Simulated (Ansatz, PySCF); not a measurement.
Reaction (SMILES): C[Si](C)(C)O [hydroxy(trimethyl)silane] + 3 [SiH4] (SiH4) -> 3 C[SiH3] + O[SiH3] [hydroxysilane]
Each molecule is optimised on its own at B3LYP-D3(BJ)/def2-TZVP (Ansatz, a first-principles code), one conformer each, not searched for the lowest. Frequencies are from Ansatz or PySCF.

Quantity: bond separation energy (enthalpy at 298 K, with B3LYP-D3(BJ) rigid-rotor harmonic-oscillator terms), in kcal/mol. Valence correlation only, unless marked. Spin-orbit coupling is left out. Non-relativistic. Basis-set limits of correlation are two-point, X^-3; Hartree-Fock from the larger set. [CCSD(T)-MP2]/basis is that difference in the basis named.

```tsv
level	program	bond separation energy (kcal/mol)
PBE-D3(BJ)/def2-TZVPD	Ansatz + dftd3	6.8
B2GP-PLYP/def2-TZVPD	Ansatz	6.2
CCSD/STO-3G	Ansatz	7.9
RI-MP2/CBS(cc-pV(T+d)Z,cc-pV(Q+d)Z)+[CCSD(T)-MP2]/cc-pV(T+d)Z	Ansatz	?
```

What belongs in the gaps?


- RI-MP2/CBS(cc-pV(T+d)Z,cc-pV(Q+d)Z)+[CCSD(T)-MP2]/cc-pV(T+d)Z, bond separation energy (kcal/mol): 7.0
